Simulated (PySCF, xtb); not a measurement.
H5P, SMILES [H][P@TB7]([H])([H])([H])[H].

GFN2-xTB (xtb 6.7.1) at its own geometry gives an orbital gap of 4.78 eV and a dipole moment of 0.00 D.

Geometry: PBE0-D3(BJ)/def2-TZVPD.

### Question
What does CAM-B3LYP/def2-TZVPD (PySCF) give? (An estimate is asked for; the answer gives what the named calculation found.)

### Answer
gap 7.90 eV (levels -7.51 and 0.39 eV), dipole 0.00 D.
